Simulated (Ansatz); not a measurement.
Gas-phase reaction in SMILES: C(=C)[CH-][SiH3] -> [CH-]=CC[SiH3]

Wanted: isomerisation energy (electronic), in kcal/mol. Conventions: spin-orbit terms left out; dispersion terms only where a functional's name holds one; non-relativistic; frozen cores in correlated levels; six Cartesian d functions in 6-31G* and its kin unless marked 5d. CBS(X,Y): correlation extrapolated as X^-3; Hartree-Fock from the larger set. First-principles rows: single points at B3LYP-D3(BJ) geometries (Ansatz, a program for electronic structure). Sets without +, aug- or the D of def2-TZVPD hold no diffuse functions, which anions need.

```csv
species,coefficient,"E at B3LYP/6-31G* (Ansatz), Eh","E at PBE0/def2-TZVPD (Ansatz), Eh"
C=C[CH-][SiH3],-1,-407.97960,-407.77107
[CH-]=CC[SiH3],+1,-407.91936,-407.71844
```

Coupled cluster (Ansatz) is a level with limits of its own, used here on species with T1 under 0.025 (0.045 for open shells) and stable references: CCSD(T)/CBS(aug-cc-pV(T+d)Z,aug-cc-pV(Q+d)Z). Value to compare with, CCSD(T)/CBS(aug-cc-pV(T+d)Z,aug-cc-pV(Q+d)Z) (Ansatz): 29.8 kcal/mol. 1 Eh = 627.5095 kcal/mol.

Q: Compute it at each level from the table, and compare with CCSD(T)/CBS(aug-cc-pV(T+d)Z,aug-cc-pV(Q+d)Z) (Ansatz).

A: 
- B3LYP/6-31G*: the sum of coefficient times E is 0.06024 Eh, or 37.80 kcal/mol. Result: 37.8 kcal/mol. Its difference against CCSD(T)/CBS(aug-cc-pV(T+d)Z,aug-cc-pV(Q+d)Z) (Ansatz) is 8.0 kcal/mol.
- PBE0/def2-TZVPD: the sum of coefficient times E is 0.05263 Eh, or 33.03 kcal/mol. Result: 33.0 kcal/mol. Its difference against CCSD(T)/CBS(aug-cc-pV(T+d)Z,aug-cc-pV(Q+d)Z) (Ansatz) is 3.2 kcal/mol.
